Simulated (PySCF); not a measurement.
CaCl2 (SMILES [Cl][Ca][Cl]), singlet, geometry from GFN2-xTB (such geometries of metal compounds can be far from the true shape); DF-HF/6-31G* in PySCF.

Input for PySCF:
```python
from pyscf import gto, scf

mol = gto.Mole()
mol.atom = '''
    Ca    0.20833325   -0.77248415   -0.00231624
    Cl    1.27221329    0.83465715   -1.36523888
    Cl   -1.51731124    0.07414773    1.36796387
'''
mol.basis = '6-31g*'
mol.verbose = 4
mol.build()

mf = scf.RHF(mol)
mf = mf.density_fit(auxbasis='def2-universal-jkfit')
mf.kernel()
```

What the program printed (banner, timings and long lists left out):

```
PySCF version 2.14.0

[INPUT] verbose = 4
[INPUT] num. atoms = 3
[INPUT] num. electrons = 54
[INPUT] charge = 0
[INPUT] spin (= nelec alpha-beta = 2S) = 0
[INPUT] symmetry False subgroup None
[INPUT] Mole.unit = angstrom
[INPUT] Symbol           X                Y                Z      unit          X                Y                Z       unit  Magmom
[INPUT]  1 Ca     0.208333250000  -0.772484150000  -0.002316240000 AA    0.393692785141  -1.459783479067  -0.004377059239 Bohr   0.0
[INPUT]  2 Cl     1.272213290000   0.834657150000  -1.365238880000 AA    2.404134690132   1.577273421410  -2.579927577808 Bohr   0.0
[INPUT]  3 Cl    -1.517311240000   0.074147730000   1.367963870000 AA   -2.867302689324   0.140118902458   2.585077062600 Bohr   0.0

nuclear repulsion = 190.875351185496
number of shells = 26
number of NR pGTOs = 177
number of NR cGTOs = 58
basis = 6-31g*
ecp = {}

******** <class 'pyscf.df.df_jk.DFRHF'> ********
method = DFRHF
initial guess = minao
damping factor = 0
level_shift factor = 0
DIIS = <class 'pyscf.scf.diis.CDIIS'>
diis_start_cycle = 1
diis_space = 8
diis_damp = 0
SCF conv_tol = 1e-09
SCF conv_tol_grad = None
SCF max_cycles = 50
direct_scf = False
Set gradient conv threshold to 3.16228e-05
Initial guess from minao.
******** <class 'pyscf.df.df.DF'> ********
auxbasis = def2-universal-jkfit
init E= -1595.78344571202
  HOMO = -0.469996792026747  LUMO = -0.0986323725157945  gap/eV = 10.10534
cycle= 1 E= -1595.77152822845  delta_E= 0.0119  |g|= 0.355  |ddm|=  1.7
  HOMO = -0.359709152968809  LUMO = -0.0422497197913483  gap/eV = 8.63851
cycle= 2 E= -1595.81647761983  delta_E= -0.0449  |g|= 0.12  |ddm|= 0.745
  HOMO = -0.40610700322537  LUMO = -0.0320136169900382  gap/eV = 10.17960
cycle= 3 E= -1595.82113592928  delta_E= -0.00466  |g|= 0.016  |ddm|= 0.188
  HOMO = -0.404101048302215  LUMO = -0.0300012770489055  gap/eV = 10.17977
cycle= 4 E= -1595.82141491575  delta_E= -0.000279  |g|= 0.00394  |ddm|= 0.0474
  HOMO = -0.403870436737405  LUMO = -0.0303032777160648  gap/eV = 10.16528
cycle= 5 E= -1595.8214364545  delta_E= -2.15e-05  |g|= 0.000978  |ddm|= 0.0148
  HOMO = -0.403725239562124  LUMO = -0.0303113029149733  gap/eV = 10.16111
cycle= 6 E= -1595.82143751773  delta_E= -1.06e-06  |g|= 0.000192  |ddm|= 0.00366
  HOMO = -0.403760457842302  LUMO = -0.0303378935581093  gap/eV = 10.16135
cycle= 7 E= -1595.8214375498  delta_E= -3.21e-08  |g|= 3.24e-05  |ddm|= 0.000538
  HOMO = -0.403759251946848  LUMO = -0.0303353341728947  gap/eV = 10.16138
cycle= 8 E= -1595.82143755078  delta_E= -9.72e-10  |g|= 4.89e-06  |ddm|= 9e-05
  HOMO = -0.403759564449796  LUMO = -0.0303353497131971  gap/eV = 10.16139
Extra cycle  E= -1595.8214375508  delta_E= -1.93e-11  |g|= 1.89e-06  |ddm|= 9.65e-06
converged SCF energy = -1595.8214375508
```
